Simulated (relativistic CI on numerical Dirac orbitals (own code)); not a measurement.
V⁺: M2,3 absorption edge

Computed with this model: Dirac-Coulomb-Breit CI, KLI orbitals optimised for each configuration, a model potential for QED, valence Slater integrals scaled by 0.8, multiplet model of core-to-valence dipole absorption; configurations [Ar] 3d4 → [Ne] 3s2 3p5 3d5; 300 K; Lorentzian 0.8 eV and Gaussian 0.3 eV FWHM. Energies are those of the free ion, without screening or charge transfer. The branching ratio is the share of the lower-energy edge in the whole absorption, uncertain by about 0.02 where the edges overlap. S is read from ⟨S²⟩ = S(S + 1).

Field parameters in Wybourne normalisation: D3d B²₀ = −7Dσ, B⁴₀ = −14Dq − 21Dτ, B⁴₃ = −14√(10/7) Dq; D4h B²₀ = −7Ds, B⁴₀ = 21(Dq − Dt), B⁴₄ = 21√(5/14) Dq; Td as Oh with Dq negative (B⁴₀ = 21Dq, B⁴₄ = √(5/14) B⁴₀). The field is a parameter set, without covalency.

Computed curve for D4h, 10Dq = 17100, Ds = 1700, Dt = -290 cm⁻¹, scaled to 100 at the maximum (points under 2 are left out and the grid is thinned):

(Energy (eV), Intensity): (36.3, 2.1), (36.8, 2.9), (37.4, 5.9), (37.9, 11.3), (38.4, 14.8), (39.0, 17.7), (39.5, 17.8), (40.1, 18.3), (40.6, 22.8), (41.1, 24.9), (41.7, 22.3), (42.2, 23.9), (42.7, 34.7), (43.3, 57.4), (43.8, 74.0), (44.3, 62.2), (44.9, 53.1), (45.4, 64.7), (45.9, 67.6), (46.5, 60.7), (47.0, 67.2), (47.6, 98.9), (48.1, 92.9), (48.6, 90.5), (49.2, 91.6), (49.7, 55.6), (50.2, 33.0), (50.8, 24.6), (51.3, 28.1), (51.8, 37.8), (52.4, 44.0), (52.9, 50.7), (53.4, 50.5), (54.0, 29.9), (54.5, 16.4), (55.1, 8.3), (55.6, 5.2), (56.1, 3.7), (56.7, 2.7), (57.2, 2.1)

The ground state has S = 1.00, and the centroid lies at 47.14 eV.
